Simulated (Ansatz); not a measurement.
```yaml
crystal:
  periodic: [false, false, false]
  atoms:
    - {symbol: F, position_ang: [-0.018033, -0.264657, 2.801647]}
    - {symbol: Si, position_ang: [0.446541, 0.096379, 1.315660]}
    - {symbol: C, position_ang: [0.177015, -1.170172, -0.035884]}
    - {symbol: Si, position_ang: [-0.900625, 0.356886, -0.452658]}
    - {symbol: Se, position_ang: [-0.502631, 1.629191, -2.292530]}
    - {symbol: H, position_ang: [1.795521, 0.704735, 1.372260]}
    - {symbol: H, position_ang: [1.033375, -1.443626, -0.651141]}
    - {symbol: H, position_ang: [-0.430285, -2.047659, 0.192620]}
    - {symbol: H, position_ang: [-2.352994, 0.066691, -0.417203]}
    - {symbol: H, position_ang: [0.835217, 2.020931, -1.829774]}
basis:
  gaussian: {orbitals: cc-pVDZ}
total_charge: -1
magnetization: {spin_polarized: true, initial_magnetization: 2}
hamiltonian: {xc: {name: PBE-QIDH}, pseudopotentials: {relativity: scalar}}
```

```sh
$ ansatz run in.yaml --threads 4 --pin off --events-out ev --progress --plain --max-ram 10444MiB
```

It prints (some lines left out):

```
Error: a molecule whose nuclei and cores have a total charge of 82 cannot have a net charge of -1 together with 2 unpaired electrons
```

(1) What is wrong with this run?

Answers

(1) The number of unpaired electrons doesn't fit the electron count. The input was rejected before any iteration.
